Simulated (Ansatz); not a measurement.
Mulliken charges of BH₄NSiTe (`[TeH]B1N[SiH2]1`) from r2SCAN/def2-TZVPP in Ansatz (PBE0-D4/def2-TZVP geometry).

```tsv
atom	x (Å)	y (Å)	z (Å)	charge (e)
Te1	-0.483	2.607	-0.647	0.109
B2	0.002	0.603	-0.114	-0.029
N3	1.090	-0.059	0.429	-0.280
Si4	-0.118	-1.298	0.161	0.212
H5	-1.996	2.196	-1.177	-0.017
H6	2.016	0.162	0.758	0.148
H7	-0.653	-1.945	1.385	-0.071
H8	0.233	-2.325	-0.851	-0.071
```

Q: By hand: the dipole of these point charges (1 e Å = 4.8032 D).

A: Σ q r = (-0.021, 0.298, -0.059) e Å, of length 0.305 e Å = 1.46 D.

Q: How does the dipole of the full density compare? (An estimate is asked.)

A: The calculation gave: (0.211, -0.103, 0.101) e Å, 1.23 D; the point charges give 1.19 times that, at 122° from its direction, so they point the opposite way.

Point charges leave out the atoms' own dipoles, such as those of lone pairs, and Mulliken's split depends on the basis, so the two needn't agree.
